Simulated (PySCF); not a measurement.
Constitutional and geometric isomers with formula C3H2O2. Isolated molecules, 0 K electronic values unless said otherwise. One relaxed conformer stands for each flexible species; it need not be the lowest. Strings in code marks are SMILES.

Computed with PBE-D3(BJ)/def2-TZVP // B3LYP-D3(BJ)/def2-TZVP (PySCF 2.14.0). All candidates: neutral, multiplicity 1. Excitations are Tamm–Dancoff values on a coarser integration grid. The basis has no diffuse functions, so Rydberg states are missing or too high.

The HOMO comes out as -6.70 eV, the HOMO–LUMO gap is 4.53 eV and the S1 excitation (TDA) comes out as 4.85 eV.

Question: Say which member has these values.
A. `O=c1cc1O` (C–C–O–H torsion 0°)
B. `C#COC=O`
C. `O=C1[C@H]2O[C@@H]12`

Answer: B, `C#COC=O`. The others give `O=C1[C@H]2O[C@@H]12`: -6.12 eV, 4.16 eV, 4.73 eV; `O=c1cc1O` (C–C–O–H torsion 0°): -5.56 eV, 4.20 eV, 4.41 eV
